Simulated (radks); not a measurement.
Q: Ba+, 55 electrons, occupied as [Xe] 6s1. Calculated with a radial shooting solver on a logarithmic mesh with Libxc functionals: scalar-relativistic Kohn-Sham, PBE, spin-polarised, spherical densities, point nucleus; open shells are filled with parallel spins first (spin-orbit coupling, left out, can overturn this in heavy ions). Some entries of the table are withheld. Estimate them.

orbital,occ.,eigenvalue (eV),<1/r> (bohr^-1)
1s up,1,-37266.08,60.70
1s down,1,-37266.07,60.70
2s up,1,-5895.075,13.96
2s down,1,-5895.070,13.96
2p up,3,-5286.590,13.27
2p down,3,-5286.585,13.27
3s up,1,-1248.877,5.044
3s down,1,-1248.870,5.044
3p up,3,-1053.831,4.784
3p down,3,-1053.823,4.784
3d up,5,-770.6405,4.535
3d down,5,-770.6333,4.535
4s up,1,-249.6097,2.083
4s down,1,-249.5942,2.083
4p up,3,-186.7051,1.919
4p down,3,-186.6876,1.919
4d up,5,(1),1.654
4d down,5,(2),1.654
5s up,1,-39.3547,0.8042
5s down,1,-39.2726,0.8052
5p up,3,(3),0.6793
5p down,3,(4),0.6823
6s up,1,-7.8658,0.2923

A: 
(1) 4d up eigenvalue (eV): -95.3874
(2) 4d down eigenvalue (eV): -95.3633
(3) 5p up eigenvalue (eV): -24.4014
(4) 5p down eigenvalue (eV): -24.2642
